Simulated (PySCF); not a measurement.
Isomers of C8H13OP.

All values: PBE0/pcSseg-1 (PySCF) at GFN2-xTB geometries, gas phase, one conformer each.

(1) Rank by the lowest Hirshfeld charge on any atom, highest value first.
A. `CC1=PC(C(C)(C)C)=CO1`
B. `[CH3:1][O:2][c:3]1[cH:4][c:5]([CH:6]([CH3:7])[CH3:8])[cH:9][pH:10]1` with C1–O2–C3–C4 -177°, C4–C5–C6–C7 62°
C. `[CH2:1]=[C:2]([CH3:3])[P:4]([C:5]([CH3:6])=[O:7])[CH:8]1[CH2:9][CH2:10]1` with C1–C2–P4–C5 118°, C2–P4–C5–C6 -67°, C2–P4–C8–C9 136°
D. `[CH:1]#[C:2][CH2:3][P:4]([CH2:5][CH3:6])[CH2:7][C:8]([CH3:9])=[O:10]` with C2–C3–P4–C5 -69°, C3–P4–C5–C6 -177°, C3–P4–C7–C8 -68°, P4–C7–C8–C9 -74°
E. `[CH3:1][CH2:2][P@@:3]1(=[O:4])[CH:5]=[CH:6][C:7]([CH3:8])=[C:9]1[CH3:10]` with C1–C2–P3–O4 -179°
F. `[CH2:1]=[CH:2][P:3](=[O:4])([C:5](=[CH2:6])[CH3:7])[C:8](=[CH2:9])[CH3:10]` with C1–C2–P3–O4 -1°, C2–P3–C5–C6 -9°, C2–P3–C8–C9 129°

(2) Rank by the lowest IAO charge on any atom, highest value first.
A. `[CH2:1]=[CH:2][C:3]1=[C:4]([CH3:5])[P@:6]([CH3:7])(=[O:8])[CH2:9][CH2:10]1` with C1–C2–C3–C4 -171°, C3–C4–P6–C7 -96°, C4–P6–C9–C10 -21°, P6–C9–C10–C3 24°, C2–C3–C10–C9 165°
B. `[CH:1]#[C:2][CH2:3][P:4]([CH2:5][CH3:6])[CH2:7][C:8]([CH3:9])=[O:10]` with C2–C3–P4–C5 -69°, C3–P4–C5–C6 -177°, C3–P4–C7–C8 -68°, P4–C7–C8–C9 -74°
C. `Cc1occ(C(C)(C)C)p1`

(3) Rank by the highest Hirshfeld charge on any atom, lowest value first.
A. `[O:1]=[C:2]1[CH2:3][CH2:4][P:5]([CH:6]2[CH2:7][CH2:8]2)[CH2:9][CH2:10]1` with C4–P5–C6–C7 -166°, O1–C2–C3–C4 120°, C2–C3–C4–P5 64°, C3–C4–P5–C6 -161°, P5–C6–C7–C8 108°
B. `[CH:1]#[C:2][CH2:3][P:4]([CH2:5][CH3:6])[CH2:7][C:8]([CH3:9])=[O:10]` with C2–C3–P4–C5 -69°, C3–P4–C5–C6 -177°, C3–P4–C7–C8 -68°, P4–C7–C8–C9 -74°
C. `Cc1occ(C(C)(C)C)p1`
D. `[CH2:1]=[C:2]([CH3:3])[P:4]([C:5]([CH3:6])=[O:7])[CH:8]1[CH2:9][CH2:10]1` with C1–C2–P4–C5 118°, C2–P4–C5–C6 -67°, C2–P4–C8–C9 136°
E. `[CH3:1][O:2][c:3]1[cH:4][c:5]([CH:6]([CH3:7])[CH3:8])[cH:9][pH:10]1` with C1–O2–C3–C4 -177°, C4–C5–C6–C7 62°
F. `[CH3:1][CH2:2][P@@:3]1(=[O:4])[CH:5]=[CH:6][C:7]([CH3:8])=[C:9]1[CH3:10]` with C1–C2–P3–O4 -179°

Results:

(1) A (-0.124 e), B (-0.142 e), C (-0.215 e), D (-0.239 e), F (-0.384 e), E (-0.407 e).

(2) C (-0.431 e), B (-0.491 e), A (-0.921 e).

(3) C (+0.058 e), E (+0.114 e), D (+0.149 e), A (+0.169 e), B (+0.182 e), F (+0.416 e).

All values together:

| SMILES | μ (D) | HOMO (eV) | LUMO (eV) | lowest IAO charge (e) | highest IAO charge (e) | lowest Hirshfeld charge (e) | highest Hirshfeld charge (e) |
| --- | --- | --- | --- | --- | --- | --- | --- |
| Cc1occ(C(C)(C)C)p1 | 0.93 | -6.45 | -0.61 | -0.431 (C) | +0.219 (P) | -0.124 (C) | +0.058 (H) |
| C=CC1=C(C)[P@](C)(=O)CC1 | 4.35 | -6.89 | -1.38 | -0.921 (O) | +1.516 (P) | -0.411 (O) | +0.424 (P) |
| O=C1CCP(C2CC2)CC1 | 2.73 | -6.99 | -0.44 | -0.435 (C) | +0.482 (P) | -0.240 (O) | +0.169 (C) |
| C=CP(=O)(C(=C)C)C(=C)C | 3.71 | -7.52 | -0.81 | -0.925 (O) | +1.509 (P) | -0.384 (O) | +0.419 (P) |
| COc1cc(C(C)C)c[pH]1 | 0.93 | -5.86 | -0.69 | -0.428 (C) | +0.361 (P) | -0.142 (C) | +0.114 (P) |
| Cc1cpc(C(C)(C)C)o1 | 1.69 | -6.19 | -0.53 | -0.437 (C) | +0.234 (P) | -0.155 (C) | +0.066 (C) |
| C#CCP(CC)CC(C)=O | 2.85 | -7.06 | -0.62 | -0.491 (C) | +0.502 (P) | -0.239 (O) | +0.182 (P) |
| CCCP1(=O)C=CCC=C1 | 4.95 | -7.40 | -0.75 | -0.928 (O) | +1.527 (P) | -0.409 (O) | +0.421 (P) |
| CC1=C[P@](=O)(C2CC2)CC1 | 4.70 | -7.29 | -0.26 | -0.922 (O) | +1.522 (P) | -0.401 (O) | +0.424 (P) |
| C=C(C)P(C(C)=O)C1CC1 | 2.14 | -6.56 | -0.91 | -0.477 (C) | +0.435 (P) | -0.215 (O) | +0.149 (P) |
| CC[P@@]1(=O)C=CC(C)=C1C | 4.71 | -6.65 | -1.73 | -0.907 (O) | +1.509 (P) | -0.407 (O) | +0.416 (P) |
| CC#CP(CC)CC(C)=O | 2.66 | -6.62 | -0.65 | -0.485 (C) | +0.545 (P) | -0.229 (O) | +0.186 (P) |

Conformers: `[CH2:1]=[CH:2][C:3]1=[C:4]([CH3:5])[P@:6]([CH3:7])(=[O:8])[CH2:9][CH2:10]1` with C1–C2–C3–C4 -171°, C3–C4–P6–C7 -96°, C4–P6–C9–C10 -21°, P6–C9–C10–C3 24°, C2–C3–C10–C9 165°; `[O:1]=[C:2]1[CH2:3][CH2:4][P:5]([CH:6]2[CH2:7][CH2:8]2)[CH2:9][CH2:10]1` with C4–P5–C6–C7 -166°, O1–C2–C3–C4 120°, C2–C3–C4–P5 64°, C3–C4–P5–C6 -161°, P5–C6–C7–C8 108°; `[CH2:1]=[CH:2][P:3](=[O:4])([C:5](=[CH2:6])[CH3:7])[C:8](=[CH2:9])[CH3:10]` with C1–C2–P3–O4 -1°, C2–P3–C5–C6 -9°, C2–P3–C8–C9 129°; `[CH3:1][O:2][c:3]1[cH:4][c:5]([CH:6]([CH3:7])[CH3:8])[cH:9][pH:10]1` with C1–O2–C3–C4 -177°, C4–C5–C6–C7 62°; `[CH:1]#[C:2][CH2:3][P:4]([CH2:5][CH3:6])[CH2:7][C:8]([CH3:9])=[O:10]` with C2–C3–P4–C5 -69°, C3–P4–C5–C6 -177°, C3–P4–C7–C8 -68°, P4–C7–C8–C9 -74°; `[CH3:1][CH2:2][CH2:3][P:4]1(=[O:5])[CH:6]=[CH:7][CH2:8][CH:9]=[CH:10]1` with C1–C2–C3–P4 175°, C2–C3–P4–O5 -57°, C3–P4–C6–C7 -87°, C6–C7–C8–C9 -31°, C7–C8–C9–C10 32°, C3–P4–C10–C9 87°; `[CH3:1][C:2]1=[CH:3][P@:4](=[O:5])([CH:6]2[CH2:7][CH2:8]2)[CH2:9][CH2:10]1` with C3–P4–C6–C7 100°, C2–C3–P4–O5 -134°, P4–C6–C7–C8 106°, C3–P4–C9–C10 20°, P4–C9–C10–C2 -24°; `[CH2:1]=[C:2]([CH3:3])[P:4]([C:5]([CH3:6])=[O:7])[CH:8]1[CH2:9][CH2:10]1` with C1–C2–P4–C5 118°, C2–P4–C5–C6 -67°, C2–P4–C8–C9 136°; `[CH3:1][CH2:2][P@@:3]1(=[O:4])[CH:5]=[CH:6][C:7]([CH3:8])=[C:9]1[CH3:10]` with C1–C2–P3–O4 -179°; `[CH3:1][C:2]#[C:3][P:4]([CH2:5][CH3:6])[CH2:7][C:8]([CH3:9])=[O:10]` with C3–P4–C5–C6 -52°, C3–P4–C7–C8 162°, P4–C7–C8–C9 72°.
